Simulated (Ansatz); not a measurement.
`[OH][Y]([F])[Cl]` + CH₄ → `[CH3][Y]([OH])[F]` + HCl  (formal exchange of groups at a Y–Cl bond)

Calculated with Ansatz (gas phase, PBE0-D4/def2-TZVP geometries, no zero-point term in ΔE). CCSD(T)/CBS is the MP2 limit (def2-TZVPP, def2-QZVPP) plus CCSD(T) − MP2 in def2-TZVPP, frozen cores. This one scheme is used for every species. def2 core potentials past Kr. For Y outer-core shells are correlated without core-valence functions, which leaves a few kJ/mol of doubt a bond. One conformer a species, not always the lowest.

```csv
species,CCSD(T)/def2-SVP energy (Eh)
`[OH][Y]([F])[Cl]`,-672.95772
CH₄,-40.35705
`[CH3][Y]([OH])[F]`,-253.10575
HCl,-460.10218
```

(1) Work out ΔE.

Largest T1 diagnostic among the species: 0.014.

## Answers

(1) ΔE = (-253.10575) + (-460.10218) − (-672.95772) − (-40.35705) = 0.10684 Eh = +280.5 kJ/mol. CCSD(T)/CBS gives +264.7 kJ/mol.

From BLYP to BHLYP (50 % exact exchange), in def2-TZVPP and without D4, ΔE moves by +15.2 kJ/mol. In def2-TZVPP, CCSD(T) changes the Hartree–Fock value by −29.8 kJ/mol (the triples alone add −2.2 kJ/mol) and MP2 by −24.7 kJ/mol.
